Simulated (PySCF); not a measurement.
A structure optimised at B3LYP-D3(BJ)/def2-SVP, used in a PySCF frequency run:

```xyz
6

O      0.0000     0.0000     1.5386
C      0.0000     0.0000     0.3380
C      0.0000     0.6738    -0.9322
C      0.0000    -0.6738    -0.9322
H      0.0000     1.5575    -1.5751
H      0.0000    -1.5575    -1.5751
```
Charge 0, spin multiplicity 1.

Task: Write its SMILES, formula and point group.

Result: O=c1cc1, C₃H₂O, C2v

Task: What are its rotational constants (standard atomic weights)?

Result: 31.989, 7.7816, 6.2591 GHz
